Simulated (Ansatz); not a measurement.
Ansatz (an electronic-structure program) input:

Ansatz 0.2 input:
```yaml
crystal:
  periodic: [false, false, false]
  atoms:
    - {symbol: C, position_ang: [-0.00000000, -0.00000000, -0.76527862]}
    - {symbol: F, position_ang: [0.00000000, 0.00000000, 0.51018575]}
basis:
  gaussian:
    orbitals: def2-TZVP
hamiltonian:
  xc: b3lyp
  dispersion: d3bj
magnetization: {spin_polarized: true, initial_magnetization: 1}
phonons: {temperatures: {t_min: 298.15, t_max: 298.15, t_step: 100}}
```

Q: Predict the final energy.

A: -137.84324 Eh (B3LYP-D3(BJ)/def2-TZVP). The basis has 62 functions.
